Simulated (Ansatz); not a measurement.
Consider the cleavage of the B–Si bond: `ClB(Cl)[SiH2][GeH3]` + HCl → boron trichloride + `[SiH3][GeH3]`.

Computed with Ansatz on PBE0-D4/def2-TZVP structures; ΔE is electronic, products minus reactants. CBS: MP2 limit from def2 TZ/QZ plus the TZ coupled-cluster correction, frozen cores. This one scheme is used for every species. Functionals use def2-TZVPP. B3LYP here is the variant with VWN-RPA as its local correlation; programs differ in this. For Ge outer-core shells are correlated without core-valence functions, which leaves a few kJ/mol of doubt a bond. Scalar relativity is left out up to krypton. Each species was taken in one conformer, which may not be the lowest.

`ClB(Cl)[SiH2][GeH3]`:

```xyz
10

Cl   -0.377   -0.199    3.050
B     0.561    0.486    1.748
Cl    1.141    2.123    1.910
Si    0.858   -0.542    0.049
Ge   -0.987   -0.023   -1.375
H     0.881   -2.007    0.302
H     2.120   -0.125   -0.619
H    -1.033    1.490   -1.645
H    -2.304   -0.442   -0.703
H    -0.859   -0.762   -2.717
```

HCl:

```xyz
2

Cl   -0.163   -0.472   -0.400
H     0.163    0.472    0.400
```

`ClB(Cl)Cl`:

Cartesian coordinates in Å:
```
Cl 1.097 0.568 -1.221
B 0.000 0.000 0.000
Cl -0.889 -1.472 -0.248
Cl -0.208 0.904 1.469
```

`[SiH3][GeH3]`:

Z-matrix (Å, degrees):
```
Si
Ge 1 2.378
H 1 1.487 2 110.1
H 1 1.487 2 110.1 3 -120.0
H 1 1.487 2 110.1 3 120.0
H 2 1.538 1 110.6 3 179.7
H 2 1.538 1 110.6 3 -60.3
H 2 1.538 1 110.6 3 59.7
```

CCSD(T)/CBS gives -0.82 eV.

Question: Another level gave -0.91 eV. Which?
A. B3LYP-D4/def2-TZVPP
B. PBE-D4/def2-TZVPP
C. HF/def2-TZVPP
D. MP2/def2-TZVPP

Answer: D. MP2/def2-TZVPP -0.91, B3LYP-D4 -0.85, HF/def2-TZVPP -0.99, PBE-D4 -0.80 eV.

Largest T1 diagnostic among the species: 0.013.

The D4 term adds +0.07 eV with B3LYP and +0.04 eV with PBE0; it sums over pairs of atoms, weighted by their polarisabilities, and B3LYP, whose exchange is more repulsive, gets the larger term. In def2-TZVPP, CCSD(T) changes the Hartree–Fock value by +0.15 eV (the triples alone add +0.01 eV) and MP2 by +0.08 eV.
